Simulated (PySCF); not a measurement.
**Molecular orbitals of RbBe⁺**

BP86 at R = 3.682 Å; Rb x2c-SVPall, Be x2c-SVPall; spin-free X2C with a Gaussian nucleus (PySCF 2.14). State: ¹Σ⁺ (singlet), closed shell. Only the outer orbitals are listed, counted within each symmetry.

```csv
orbital,occ.,ε (eV),on Rb (%),main shells (%)
8σ,2,-38.05,99,99 Rb s
4π,2,-21.97,100,100 Rb p
4π,2,-21.97,100,100 Rb p
9σ,2,-21.94,100,100 Rb p
10σ,2,-9.67,9,90 Be s
11σ,0,-6.42,30,"65 Be p, 24 Rb s"
5π,0,-5.99,9,91 Be p
5π,0,-5.99,9,91 Be p
```

Which are the highest filled and the lowest empty level, where do they sit, and how wide is the gap?

Highest filled 10σ at -9.67 eV (in %: 90 Be s); lowest empty 11σ at -6.42 eV (in %: 65 Be p, 24 Rb s); the gap at BP86 is 3.25 eV.

The bond order (Mayer) is 0.37 and the ⟨S²⟩ is 0.000. The charge on Rb (Mulliken, basis-dependent) is 0.83, the charge on Rb (Löwdin, basis-dependent) is 0.65 and the dipole moment (positive dipole points towards Be; it is taken about the centre of mass and depends on that origin) is 0.72 D.

Closed-shell solutions of metal pairs were not tested for spin polarisation, which can lower them a little.
